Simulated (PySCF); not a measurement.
# A small calculation by hand: oscillator strength and radiative lifetime

CdH2O2, SMILES [OH][Cd][OH].

Geometry optimised at B3LYP-D3(BJ)/def2-TZVP. The geometry has at least one imaginary mode, so it is a saddle point at that level. The def2 effective core potentials stand for the cores of Cd; spin–orbit coupling is left out. Other conformers were not sampled.

TDDFT-LC-ωPBE/def2-SVPD run with PySCF puts the first singlet state with f over 0.02 at 6.09 eV (vertical), with the transition dipole (0.699, 0.000, 0.000) in atomic units.

**Question.** Find the oscillator strength, the wavelength and the radiative lifetime that this transition would have in vacuum if emission retraced absorption.

**Answer.** 
|μ|² = 0.4886 au, so |μ| = 1.78 D. ΔE = 6.09/27.211 = 0.2238 hartree. f = (2/3) ΔE |μ|² = 0.073 (the program prints 0.073).
λ = 1239.84/6.09 = 204 nm; ν = 49119 cm⁻¹.
Einstein's coefficient A = 0.6670 ν² f s⁻¹ (ν in cm⁻¹) = 1.2e8 s⁻¹, so τ = 1/A = 8.5 ns. This state is S2; the lower singlet has f = 0.000. The figure is the radiative limit of this one transition; relaxation, internal conversion, crossing to triplets and a medium change what is measured.
